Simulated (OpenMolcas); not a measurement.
Cr2+: moving or changing the point charges

Cr2+ among 6 point charges of -2.2 e arranged as a trigonal antiprism (D3d), 2.03 Å from the ion, with a polar angle of 61.9° against the regular 54.74°.
```
   0.0000    1.7899    0.9577  -2.20
  -1.5501   -0.8950    0.9577  -2.20
   1.5501   -0.8950    0.9577  -2.20
   0.0000   -1.7899   -0.9577  -2.20
   1.5501    0.8950   -0.9577  -2.20
  -1.5501    0.8950   -0.9577  -2.20
```

```yaml
Program: OpenMolcas 26.06
Method: CASSCF
Basis: ANO-RCC-VDZP [5s4p2d1f]
Scalar_Hamiltonian: DKH2, point nucleus
Active_space: 4 electrons in 5 orbitals (3d)
State_averaging: 2S+1 = 5 even, 5 roots; 2S+1 = 3 even, 45 roots; 2S+1 = 1 even, 50 roots
Spin-orbit_coupling: RASSI with atomic mean-field integrals over the reference wave functions
```

Runs around this geometry, states (labels of D3, the rotations of D3d). Energies in cm-1 above the lowest state or level, χT in cm3 K/mol.

```csv
R (Å),q (e),Polar angle / regular,Ground state,First state of that spin,First gap with spin-orbit (degeneracies),χT at 300 K,First state of another spin
2.03,-1.76,1.13,5E,5E 7317,"99.0 (2, 2)",2.583,3A2 13291
2.03,-2.2,1.13,5E,5E 9295,"107.5 (2, 2)",2.530,3A2 11301
2.2,-2.2,1.13,5E,5E 6816,"104.1 (2, 2)",2.547,3A2 14032
2.03,-2.2,1.22,5E,5E 13604,"132.3 (2, 2)",2.355,3A2 11303
```

Taking the first state of the same spin as R^-n, n = -ln(6816 / 9295) / ln(2.2 / 2.03) = 3.9 between the shortest and longest distance.

Scaling the charges by -1.76 / -2.2 = 0.80 scales the first state of the same spin by 7317 / 9295 = 0.79; with fixed orbitals a first-order splitting would follow the charge.

An orbital doublet at a regular site is open to a Jahn-Teller distortion, which this geometry leaves out. Without dynamic correlation the repulsion within the d shell is too large (B by tens of per cent), so at a given field states of lower spin stand too high. Point charges carry no covalency, so the field is a model and not that of real ligands. No measured value stands beside these numbers.
